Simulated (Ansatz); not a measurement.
Born–Oppenheimer molecular dynamics of FGeH6N (9 atoms, charge 0, multiplicity 1). It starts at the highest image of a converged band. Of that band: Neighbouring images differ by up to 1.3 eV, so the band resolves the path poorly. A vibrational analysis at the climbing image gives one clearly imaginary mode, 1280i cm⁻¹: a first-order saddle point.

The calculation used RKS PBE-D4/def2-SVP (Ansatz 0.2.0).

```
ensemble                      : NVE (velocity Verlet)
time step                     : 0.5 fs
steps asked                   : 200
starting velocities drawn for : 100 K
seed                          : 8943
```

First frame:

```xyz
9
Properties=species:S:1:pos:R:3
Ge -0.280 0.008 -0.086
H -0.057 -0.997 1.600
H 0.918 0.879 0.352
F -0.953 1.030 -1.402
H -0.187 -1.351 -0.809
N -1.899 0.174 1.081
H -2.788 -0.148 0.670
H -2.038 1.116 1.473
H -1.099 -0.579 1.685
```

(1) How far do the bonds stretch over the last three quarters of this one trajectory? (Pairs bonded in most of those frames.)

Results:

(1) 
```csv
bond,mean (Å),spread (Å),shortest,longest
Ge1–H3,1.549,0.005,1.54,1.56
Ge1–F4,1.769,0.035,1.73,1.83
Ge1–H5,1.550,0.015,1.52,1.58
Ge1–N6,1.834,0.068,1.73,1.96
H2–H9,0.771,0.028,0.73,0.81
N6–H7,1.029,0.013,1.01,1.06
N6–H8,1.029,0.008,1.01,1.04
```

Mean temperature of the second half: 1186 K. The conserved energy stayed within 0.089 meV per atom of its start (net change -0.052 meV per atom), so the integration is sound. The kinetic energy rose, since the run started high on the potential surface and went downhill. It ends in pieces (FGeH4N + H2), so much of that is their flight and rotation, not heat. A run of 0.1 ps of so small a system gives no equilibrium averages. The orbitals stay closed-shell, which can raise the energy where a bond breaks towards radicals; this wasn't checked here.

The run took 4 min on 2 threads of Arm Neoverse V1 (shared host), peak memory 0.12 GiB.
